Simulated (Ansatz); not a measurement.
Molecule: TaH2 (charge 0, quartet). The spin state was set by rule; other spins were not relaxed. 
Coordinates optimised at B3LYP-D3(BJ)/def2-TZVP (Ansatz, a quantum-chemistry and plane-wave program):
```xyz
3

Ta     0.0020     0.0015     0.0235
H      0.1936    -1.5867    -0.7850
H     -0.3406     1.4789    -0.9316
```
Charge 0, spin multiplicity 4.

Total electronic energies in hartree. Correlated levels leave the core frozen unless marked. UHF or UKS for open shells. No spin-orbit coupling. The frozen core is the preceding noble-gas configuration, with the filled d and f shells of earlier blocks. In def2 rows, elements after Kr have scalar-relativistic effective core potentials. CBS marks a two-point X^-3 extrapolation of the correlation energy; Hartree-Fock from the larger set. The program attaches cautions to a run behind BLYP-D3(BJ)/def2-TZVPD: asymmetric forces. The program attaches cautions to a run behind r2SCAN-D4/def2-TZVPD: asymmetric forces. The program attaches cautions to a run behind B3LYP-D4/def2-TZVPD: asymmetric forces. The program attaches cautions to a run behind BHLYP-D4/def2-TZVPD: asymmetric forces. The program attaches cautions to a run behind r2SCANh-D4/def2-TZVPD: asymmetric forces. The program attaches cautions to a run behind r2SCANh/def2-TZVPD: asymmetric forces. The program attaches cautions to a run behind r2SCAN0/def2-TZVPD: asymmetric forces. The program attaches cautions to a run behind HSE06-D3(BJ)/def2-TZVPD: asymmetric forces. The program attaches cautions to a run behind LC-wPBE-D4/def2-TZVPD: asymmetric forces. The program attaches cautions to a run behind LC-wPBE/def2-TZVPD: asymmetric forces.

The Hartree-Fock reference is unstable (checked in the largest basis), which strains HF and MP2. 

| level | program | energy (Eh) |
|---|---|---|
| RI-HF/def2-QZVPP | Ansatz | -57.45480 |
| BLYP-D3(BJ)/def2-TZVPD | Ansatz + dftd3 | -58.03046 |
| r2SCAN-D4/def2-TZVPD | Ansatz + dftd4 | -58.07939 |
| B97M-V/def2-TZVPD | Ansatz | -58.05493 |
| B3LYP-D4/def2-TZVPD | Ansatz + dftd4 | -58.07823 |
| PBE0/def2-SVP | Ansatz | -58.02289 |
| PBE0/def2-QZVPP | Ansatz | -58.03915 |
| BHLYP-D4/def2-TZVPD | Ansatz + dftd4 | -57.93706 |
| r2SCANh-D4/def2-TZVPD | Ansatz + dftd4 | -58.06063 |
| r2SCANh/def2-TZVPD | Ansatz | -58.06034 |
| r2SCAN0/def2-TZVPD | Ansatz | -58.03263 |
| HSE06-D3(BJ)/def2-TZVPD | Ansatz + dftd3 | -58.03542 |
| LC-wPBE-D4/def2-TZVPD | Ansatz + dftd4 | -58.06650 |
| LC-wPBE/def2-TZVPD | Ansatz | -58.06500 |
| wB97X/def2-TZVPD | Ansatz | -58.04411 |
| B2GP-PLYP-D3(BJ)/def2-TZVPD | Ansatz + dftd3 | -57.80412 |
| RPA@PBE/def2-TZVPP | Ansatz | -57.68692 |
| RI-MP2/def2-QZVPPD | Ansatz | -57.56301 |
| RI-MP2/CBS(def2-TZVPP,def2-QZVPP) | Ansatz | -57.5671 |
| CCSD/def2-TZVPP | Ansatz | -57.57637 |
| CCSD/def2-QZVPP | Ansatz | -57.58335 |
| CCSD(T)/def2-SVP | Ansatz | -57.53784 |

Totals of different functionals don't rank their quality; only differences between species are comparable.
